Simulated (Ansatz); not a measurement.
AlCl2, SMILES `[Cl][Al-][Cl]` (lower singlet) (charge -1, multiplicity 1). This singlet lies 1.88 eV below the relaxed triplet at the level frozen-core CCSD(T)/aug-cc-pVTZ // PBE0-D3(BJ)/def2-TZVPD (Ansatz, a program for electronic structure).

Level of theory: frozen-core CCSD(T)/aug-cc-pVDZ // PBE0-D3(BJ)/def2-TZVPD (Ansatz).

Ansatz 0.2 input:
```yaml
crystal:
  periodic: [false, false, false]
  atoms:
    - { symbol: Cl, position_ang: [-1.734495, -0.49621, 0.000007] }
    - { symbol: Al, position_ang: [-0.001761, 0.986233, -0.000002] }
    - { symbol: Cl, position_ang: [1.736255, -0.490023, -0.000005] }
basis:
  gaussian: { orbitals: aug-cc-pVDZ }
correlation:
  method: ccsd_t
total_charge: -1
```

Output:

```
Functional definition: HF
805 factors; integrals over basis functions are off by at most 3.9e-4 eV
mean field evaluation 1: about -31594.8678 eV, gradient 7.5e0 eV
mean field evaluation 2: about -31594.9548 eV, gradient 7.9e0 eV
mean field evaluation 4: about -31595.2898 eV, gradient 1.0e0 eV
mean field evaluation 8: about -31595.3054 eV, gradient 7.9e-5 eV
mean field evaluation 16: about -31594.8677 eV, gradient 7.5e0 eV
mean field evaluation 32: about -31595.3054 eV, gradient 2.0e-6 eV
mean field -31595.30537377 eV, -1161.1060564187 hartree, gradient 2.0e-6 eV, S^2 0.000000; 1 other end points of the search recorded, 0 dependent functions left out; unrestricted orbitals would lower it
15 core orbitals not correlated
reference -31595.30537377 eV, -1161.1060564187 hartree; 9, 9 occupied and 57, 57 virtual orbitals, 805 factors
second order -9.76154601 eV of doubles, -0.00000000 eV of singles
cycle   1  -10.36057734 eV  change   -6.0e-1 eV  update   7.9e-2
cycle   2  -10.58944884 eV  change   -2.3e-1 eV  update   2.9e-2
cycle   3  -10.63340082 eV  change   -4.4e-2 eV  update   1.3e-2
cycle   4  -10.62902141 eV  change    4.4e-3 eV  update   4.2e-3
cycle   5  -10.62769925 eV  change    1.3e-3 eV  update   1.4e-3
cycle   6  -10.62792870 eV  change   -2.3e-4 eV  update   5.8e-4
cycle   7  -10.62802909 eV  change   -1.0e-4 eV  update   1.9e-4
cycle   8  -10.62806034 eV  change   -3.1e-5 eV  update   6.8e-5
cycle   9  -10.62806513 eV  change   -4.8e-6 eV  update   2.1e-5
perturbative correction -0.31876339 eV, -0.0117143384 hartree
Total energy: -31606.25220229 eV, -1161.5083449468 hartree
```
